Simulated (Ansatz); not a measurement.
Nb6⁻. The state is a doublet with charge -1. Geometry PBE-D4/def2-SVPD; atoms count from 1.

Cartesian coordinates in Å:
```
Nb -1.365 -0.727 0.247
Nb -1.232 1.829 0.026
Nb 1.519 -0.916 0.636
Nb 0.260 -1.847 -1.175
Nb 0.458 0.709 -1.320
Nb 0.360 0.951 1.587
```

In the def2 sets Nb takes a core potential; there is no spin–orbit coupling. The charge -1 doublet is spin-contaminated (final ⟨S²⟩ up to 0.96, 0.75 for a pure state). No other spin state of charge -1 was run. Another isomer (doublet) lies 0.10 eV lower at PBE0-D4/def2-TZVPD; other spin states weren't run for this one.

**Question.** Estimate the Mulliken populations from the PBE0/def2-TZVPD orbitals of Ansatz.

**Answer.** 
| atom | charge (e) | spin (α − β) | d electrons |
| --- | --- | --- | --- |
| Nb1 | -0.38 | 0.54 | 3.90 |
| Nb2 | -0.03 | -0.04 | 3.93 |
| Nb3 | -0.10 | 0.00 | 3.94 |
| Nb4 | -0.03 | -0.03 | 3.93 |
| Nb5 | -0.38 | 0.54 | 3.90 |
| Nb6 | -0.10 | 0.00 | 3.94 |
Mulliken values and Mayer orders depend strongly on the basis. With diffuse functions, as here, like atoms can get unlike values, and bond orders can come out too low or too high.

**Question.** Where does the spin sit?

**Answer.** Summed by element: Nb 1.00, of 1 unpaired in all. Largest on single atoms: Nb1 0.54, Nb5 0.54, Nb2 -0.04.

**Question.** And the Mayer bond orders between bonded heavy atoms (over 0.3)?

**Answer.** Nb1–Nb2 1.51 (2.57 Å); Nb1–Nb3 0.84 (2.92 Å); Nb1–Nb4 1.99 (2.43 Å); Nb1–Nb5 0.76 (2.80 Å); Nb1–Nb6 1.19 (2.76 Å); Nb2–Nb5 1.99 (2.43 Å); Nb2–Nb6 1.90 (2.40 Å); Nb3–Nb4 1.90 (2.39 Å); Nb3–Nb5 1.19 (2.76 Å); Nb3–Nb6 1.89 (2.39 Å); Nb4–Nb5 1.51 (2.57 Å); Nb5–Nb6 0.84 (2.92 Å). Values over 0.3 also appear between atoms too far apart for a bond (Nb2–Nb4 0.36 at 4.15 Å); they arise where an orbital or an unpaired electron spreads over both atoms.
